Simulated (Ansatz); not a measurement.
(CuBr)2 ring (Cu₂Br₂), relaxed as a singlet with RKS r2SCAN-D4/def2-SVP in Ansatz, starting from the GFN2-xTB geometry. Force threshold 0.02 eV/Å.

The relaxation made no stability test and no search for a lower SCF solution.

Start:

```xyz
4

Cu    1.045   -0.838    0.001
Br   -1.097   -1.366    0.736
Cu   -1.045    0.838   -0.001
Br    1.097    1.366   -0.736
```

| step | energy (eV) | largest force component (eV/Å) | SCF passes |
| --- | --- | --- | --- |
| 1 | -229347.4755 | 0.747 | 16 |
| 2 | -229347.7752 | 0.324 | 25 |
| 3 | -229347.8071 | 0.145 | 19 |
| 4 | -229347.8122 | 0.102 | 20 |
| 5 | -229347.8135 | 0.013 | 22 |

Force components are those of the run's own axes.

End:

```xyz
4

Cu    0.891   -0.715    0.001
Br   -1.199   -1.493    0.804
Cu   -0.891    0.715   -0.001
Br    1.199    1.493   -0.804
```

By distances, no bond broke or formed. The bond that changes most is Br2–Cu3, from 2.32 to 2.37 Å (atoms count from 1).

No frequencies were taken in this run, so the end may be a saddle point.

Run time 13 s (4 threads of Arm Neoverse V1 on a shared host).
